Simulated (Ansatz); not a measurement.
```yaml
crystal:
  periodic: [false, false, false]
  atoms:
    - {symbol: O, position_ang: [-0.447703, -1.912582, -2.270933]}
    - {symbol: Si, position_ang: [0.397685, -0.710917, -3.000165]}
    - {symbol: O, position_ang: [1.933241, -1.246225, -3.047234]}
    - {symbol: O, position_ang: [-0.160168, -0.409391, -4.492774]}
    - {symbol: O, position_ang: [0.225836, 0.661366, -2.132924]}
    - {symbol: Sn, position_ang: [0.783743, 1.145745, -0.356451]}
    - {symbol: F, position_ang: [2.377261, 2.137532, -0.606848]}
    - {symbol: O, position_ang: [-0.484194, 2.267013, 0.552658]}
    - {symbol: Si, position_ang: [-0.851954, 2.147069, 2.148572]}
    - {symbol: O, position_ang: [-1.774270, 3.404117, 2.579472]}
    - {symbol: O, position_ang: [0.493522, 2.128969, 3.067045]}
    - {symbol: O, position_ang: [-1.671783, 0.756266, 2.422634]}
    - {symbol: O, position_ang: [1.217743, -0.333436, 0.819293]}
    - {symbol: Si, position_ang: [0.096957, -1.516992, 1.025012]}
    - {symbol: O, position_ang: [-1.243044, -1.017838, 0.214880]}
    - {symbol: O, position_ang: [-0.198038, -1.755801, 2.596361]}
    - {symbol: O, position_ang: [0.588166, -2.906603, 0.320364]}
    - {symbol: H, position_ang: [0.070778, -2.615257, -1.861063]}
    - {symbol: H, position_ang: [2.553685, -0.801349, -3.625975]}
    - {symbol: H, position_ang: [-0.736433, 0.347270, -4.605600]}
    - {symbol: H, position_ang: [-1.400935, 4.283401, 2.511137]}
    - {symbol: H, position_ang: [1.048368, 1.346563, 3.045510]}
    - {symbol: H, position_ang: [-1.007116, -1.303229, -0.696695]}
    - {symbol: H, position_ang: [-1.307116, -1.353229, -0.696695]}
    - {symbol: H, position_ang: [-0.693520, -1.038108, 3.012466]}
    - {symbol: H, position_ang: [1.316941, -3.387184, 0.715217]}
basis:
  gaussian: {orbitals: def2-SVP}
hamiltonian: {xc: {name: B97}}
output: {forces: true}
```

```sh
$ ansatz run in.yaml --threads 6 --pin off --events-out ev --progress --plain --max-ram 174080MiB --backend cuda --devices 0, --max-vram 75GiB
```

It prints (some lines left out):

```
Functional definition: B97
2964 factors; integrals over basis functions are off by at most 9.0e-4 eV
mean field evaluation 1: about -56802.2331 eV, gradient 1.5e2 eV
mean field evaluation 2: about -56499.1083 eV, gradient 2.9e2 eV
mean field evaluation 4: about -56837.4116 eV, gradient 4.8e1 eV
mean field evaluation 8: about -56843.5277 eV, gradient 1.0e0 eV
mean field evaluation 16: about -56843.8422 eV, gradient 6.4e-3 eV
mean field -56843.84220927 eV, -2088.9726710504 hartree, gradient 1.4e-5 eV, S^2 0.000000; 0 other end points of the search recorded, 0 dependent functions left out
reference -56843.84224734 eV, -2088.9726724497 hartree; 89, 89 occupied and 218, 218 virtual orbitals, 2964 factors
Total energy: -56843.84224734 eV, -2088.9726724497 hartree
Atom 0 at    -0.447703    -1.912582    -2.270933 Å, force    -1.185906    -0.745551     1.409794 eV/Å
Atom 1 at     0.397685    -0.710917    -3.000165 Å, force     0.902025     1.366282    -1.276547 eV/Å
Atom 2 at     1.933241    -1.246225    -3.047234 Å, force     0.284470    -0.547753     0.304459 eV/Å
Atom 3 at    -0.160168    -0.409391    -4.492774 Å, force    -0.142745    -0.263597    -0.528062 eV/Å
Atom 4 at     0.225836     0.661366    -2.132924 Å, force    -0.613075    -0.319145    -0.496285 eV/Å
Atom 5 at     0.783743     1.145745    -0.356451 Å, force    -0.174952     2.151915     1.051556 eV/Å
Atom 6 at     2.377261     2.137532    -0.606848 Å, force     0.962789     0.350197    -0.270521 eV/Å
Atom 7 at    -0.484194     2.267013     0.552658 Å, force     0.557201     0.775530    -2.212912 eV/Å
Atom 8 at    -0.851954     2.147069     2.148572 Å, force    -2.570955    -3.665194     1.925471 eV/Å
Atom 9 at    -1.774270     3.404117     2.579472 Å, force    -0.526130     1.321129     0.122511 eV/Å
Atom 10 at     0.493522     2.128969     3.067045 Å, force     1.895074     0.871617     0.531210 eV/Å
Atom 11 at    -1.671783     0.756266     2.422634 Å, force     1.032435    -0.343019    -0.839146 eV/Å
Atom 12 at     1.217743    -0.333436     0.819293 Å, force     0.137450    -1.072230    -0.286901 eV/Å
Atom 13 at     0.096957    -1.516992     1.025012 Å, force     3.676186    -0.238306     4.852196 eV/Å
Atom 14 at    -1.243044    -1.017838     0.214880 Å, force    -4.010155     3.802328     6.056813 eV/Å
Atom 15 at    -0.198038    -1.755801     2.596361 Å, force     0.140710    -1.064414    -0.431639 eV/Å
Atom 16 at     0.588166    -2.906603     0.320364 Å, force    -0.671540    -0.178321    -1.035202 eV/Å
Atom 17 at     0.070778    -2.615257    -1.861063 Å, force     0.303863    -0.541160     0.033229 eV/Å
Atom 18 at     2.553685    -0.801349    -3.625975 Å, force     0.217272     0.123657    -0.181602 eV/Å
Atom 19 at    -0.736433     0.347270    -4.605600 Å, force    -0.194550     0.256542    -0.079420 eV/Å
Atom 20 at    -1.400935     4.283401     2.511137 Å, force     0.072426     0.253135     0.008450 eV/Å
Atom 21 at     1.048368     1.346563     3.045510 Å, force    -0.107322    -0.133213     0.043690 eV/Å
Atom 22 at    -1.007116    -1.303229    -0.696695 Å, force   121.053298    18.765821    -4.791498 eV/Å
Atom 23 at    -1.307116    -1.353229    -0.696695 Å, force  -120.612494   -21.951418    -4.262987 eV/Å
Atom 24 at    -0.693520    -1.038108     3.012466 Å, force    -0.674843     1.167554     0.175184 eV/Å
Atom 25 at     1.316941    -3.387184     0.715217 Å, force     0.249467    -0.142386     0.178158 eV/Å
Dipole moment:     0.768251    -1.362924    -1.862224 e Å
```

Question: What is wrong with this run?

Answer: One atom was put on top of another. The run converged. The result belongs to that input, not to the molecule as meant.
